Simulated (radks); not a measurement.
O I, 8 electrons, occupied as [He] 2s2 2p4.

All-electron calculation, Dirac Kohn-Sham, PBE, spin-unpolarised, spherical densities, finite nucleus; open shells fill j = l - 1/2 first; Fermi nuclear charge, rms radius 2.6991 fm. Program: a radial shooting solver on a logarithmic mesh with Libxc functionals.

Energy parts (hartree):
total: -75.00272
kinetic: 74.90720
electron-nucleus: -178.07227
Hartree: 36.43815
exchange-correlation: -8.27579

Orbitals (lengths in bohr, moments of r in powers of bohr; r(max) is where P^2 peaks):
| orbital | occ. | eigenvalue (hartree) | r(max) | small-component weight |
|---|---|---|---|---|
| 1s1/2 | 2 | -18.91363 | 0.1291 | 7.75e-04 |
| 2s1/2 | 2 | -0.88037 | 0.8709 | 8.57e-05 |
| 2p1/2 | 2 | -0.33257 | 0.8181 | 6.77e-05 |
| 2p3/2 | 2 | -0.33123 | 0.8193 | 6.75e-05 |

The highest occupied level is 2p3/2 at -9.013 eV. Summed over all electrons, <r^2> = 11.82 bohr^2, which gives a Langevin (diamagnetic) susceptibility term of -9.36 x 10^-6 cm^3/mol. For comparison, the ionisation energy in NIST's Atomic Spectra Database is 13.618 eV (measured). In exact Kohn-Sham theory the highest level is minus the ionisation energy, but local and semilocal functionals leave it too shallow, through self-interaction and a potential that decays too fast; potentials with the right tail come closer. The electron density at the nucleus is 321.8 e/bohr^3.

Beside tabulated values, note that spin-unpolarised runs miss the spin-polarisation part of the exchange energy of open shells.
